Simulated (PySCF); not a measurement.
PySCF input:

```python
from pyscf import gto, scf, dft

mol = gto.M(
    atom='''
    F    -1.95477787    0.89537112   -0.04305577
    C    -1.45726719   -0.39229940    0.25125928
    Br    0.79584681   -0.13801279   -0.01053057
    H    -1.51803441   -0.87409582   -0.75148368
    ''',
    basis='def2-tzvpd',
    charge=-1,
    spin=0,
    verbose=4,
)

mf = scf.RHF(mol).density_fit(auxbasis='def2-universal-jkfit')
mf.conv_tol = 1e-9
mf.max_cycle = 100
mf.max_memory = 1500
mf.kernel()
if not mf.converged:
    mf = mf.newton()
    mf.kernel(mf.make_rdm1())
mf.analyze()
```

### Question
Which total energy does the run end on?

### Answer
-2710.31130 Eh (HF/def2-TZVPD).

It need not be the lowest isomer of its formula. Whether it binds its extra electron was not tested at this geometry.
